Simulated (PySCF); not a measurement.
Compound: C₅H₇FSe₂.
InChI=1S/C5H7FSe2/c1-3-4-5(6)8-7-2/h5H,1-2H3/t5-/m0/s1

A linear-response calculation (PySCF, def2-SVPD basis, gas phase, vertical, core orbitals frozen in the response) gave these numbers; the functional is withheld.

Orbital energies (eV): HOMO-3 -7.93, HOMO-2 -7.60, HOMO-1 -6.73, HOMO -6.34, LUMO -1.54, LUMO+1 -0.55, LUMO+2 -0.14.

```tsv
state	E (eV)	f	main configurations (H = HOMO, L = LUMO)
S1	3.75	0.0044	H→L (98%)
S2	4.11	0.0028	H-1→L (98%)
S3	4.93	0.020	H→L+1 (80%), H-1→L+1 (13%)
S4	5.17	0.0037	H-1→L+1 (69%), H→L+2 (15%)
S5	5.28	0.036	H-2→L (83%)
S6	5.31	0.029	H→L+2 (62%), H-1→L+1 (12%), H→L+3 (11%)
```

Triplets, Tamm–Dancoff:

```
state  E (eV)  λ (nm)  main configurations (H = HOMO, L = LUMO)
   T1    3.20   387.5                                 H→L (98%)
   T2    3.58   346.5                               H-1→L (98%)
   T3    4.42   280.2                H→L+1 (67%), H-1→L+1 (23%)
   T4    4.71   263.2    H-1→L+1 (57%), H-2→L (16%), H→L+1 (8%)
```

Vertical ionisation energy by ΔSCF with the same functional: 8.29 eV. Mean static polarisability: 128.2 au.

Task: Which of these was used?
A. HF
B. wB97X-D
C. PBE
D. B3LYP

Result: D. B3LYP is a global hybrid with 20% exact exchange. In this run −ε(HOMO) = 6.34 eV differs from the ΔSCF value by -1.95 eV, and S1 differs from the orbital gap of 4.80 eV by -1.05 eV. The ratio −ε(HOMO)/IP is 0.76. Small neutral molecules mostly give 0.67 to 0.83 with B3LYP, 0.5 to 0.7 with PBE, 0.89 to 0.99 with wB97X-D; Hartree–Fock can't fall below 1, since the ion's relaxation only lowers the ΔSCF value. The other options: PBE, a GGA without exact exchange; HF, time-dependent Hartree–Fock, 100% exact exchange; wB97X-D, range-separated, 22% exact exchange at short range and 100% at long range (ω = 0.2 bohr⁻¹).

Computed with PySCF 2.14.0, density-fitted response routines, TDDFT B3LYP/def2-SVPD, vertical, gas phase, core orbitals frozen in the response. The structure is a single PBE0-D3(BJ)/def2-SVP conformer in the gas phase; no vibrational or solvent corrections. Relativistic effects, spin–orbit coupling among them, are left out although an element past zinc is present.

Time: 6.1 min wall. Hardware: one thread of an x86-64 server, shared host.

Shape of the structure used: `[CH3:1][C:2]#[C:3][C@@H:4]([F:5])[Se:6][Se:7][CH3:8]`: C3–C4–Se6–Se7 172°, C4–Se6–Se7–C8 81°.
